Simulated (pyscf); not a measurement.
## H₂N–Si•(F)–Cl, doublet

Gas-phase minimum from PySCF at ωB97X-D3(BJ)/def2-SVP, one conformer. Other isomers of H₂N–Si•(F)–Cl were not searched in full and may lie lower. 

SMILES: N[Si](F)Cl
```xyz
6

N      0.7837     0.1463     0.5450
Si     0.1488     0.6679    -0.9623
F     -0.7108     2.0200    -0.6710
Cl    -1.1077    -0.8338    -1.6365
H      1.1025    -0.8106     0.6610
H      1.2695     0.7921     1.1598
```
Charge 0, spin multiplicity 2.

Bonds (Å): N1–Si2 1.717, N1–H5 1.015, N1–H6 1.015, Si2–F3 1.628, Si2–Cl4 2.071. Bond angles (°): Si2–N1–H5 120.2, Si2–N1–H6 121.0, H5–N1–H6 112.3, N1–Si2–F3 106.9, N1–Si2–Cl4 106.9, F3–Si2–Cl4 109.9.

Properties at ωB97X-D3(BJ)/def2-SVP:

```yaml
harmonic_wavenumbers_unscaled: 100, 206, 291, 342, 373, 544, 766, 858, 927, 1534, 3613, 3718 cm⁻¹
zero_point_energy: 19.0 kcal/mol
rotational_symmetry_number: 1
Entropy of this conformer at 298 K and 1 atm, rigid rotor and harmonic oscillator, modes under 100 cm⁻¹ raised to 100: 324.6 J/(mol K)
dipole_moment: 3.04 D
Spin expectation value S2: 0.753
```

Single-point totals, which compare only within one level (frozen core for MP2 and CC):

```json
[
 {"level": "ωB97X-D3(BJ)/def2-TZVP", "total energy (hartree)": "-905.73460"},
 {"level": "PBE/def2-TZVP", "total energy (hartree)": "-905.19321"},
 {"level": "r²SCAN/def2-TZVP", "total energy (hartree)": "-905.56658"},
 {"level": "B3LYP-D3(BJ)/def2-TZVP", "total energy (hartree)": "-905.73228"},
 {"level": "PBE0-D3(BJ)/def2-TZVP", "total energy (hartree)": "-905.26199"},
 {"level": "M06-2X/def2-TZVP", "total energy (hartree)": "-905.59986"},
 {"level": "ωB97M-D3(BJ)/def2-TZVP", "total energy (hartree)": "-905.80986"},
 {"level": "UHF/def2-TZVPP", "total energy (hartree)": "-903.69748"},
 {"level": "MP2/def2-TZVPP", "total energy (hartree)": "-904.44368"},
 {"level": "CCSD/def2-TZVPP", "total energy (hartree)": "-904.47089"},
 {"level": "CCSD(T)/def2-TZVPP", "total energy (hartree)": "-904.49967"}
]
```

Soft torsions are taken as harmonic, which can shift the entropy by several J/(mol K). The CCSD(T) − MP2 part came from Ansatz, without density fitting, on the same reference.
